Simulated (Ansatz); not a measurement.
Basis-set extrapolation for CH$_{6}$FN$_{3}$Si (`C=N[Si](N)(N)F`) (PBE0-D4/def2-TZVP geometry, frozen core, Ansatz). Multiplicity 1, RHF reference.

|  | def2-TZVPP | def2-QZVPP |
| --- | --- | --- |
| HF | -593.385270 | -593.409786 |
| MP2 correlation | -1.146191 | -1.235922 |
| CCSD(T) correlation | -1.222150 | not run |

Energies in hartree. Use E(X) = E(∞) + A·exp(−7.88·√X) for Hartree–Fock and E(X) = E(∞) + B·X^(−2.97) for correlation, with X = 3 and 4, and add CCSD(T) minus MP2 of the smaller set to the MP2 limit.

What is the CCSD(T) energy at the basis-set limit?

HF limit: -593.409786 + (-0.024516) × 0.13774 = -593.41316. MP2 limit: -1.235922 + (-0.089731) × 0.74074 = -1.30239. Higher-order term: -1.222150 − (-1.146191) = -0.07596. Total: -594.79151 hartree, 5.01 eV below CCSD(T)/def2-TZVPP.
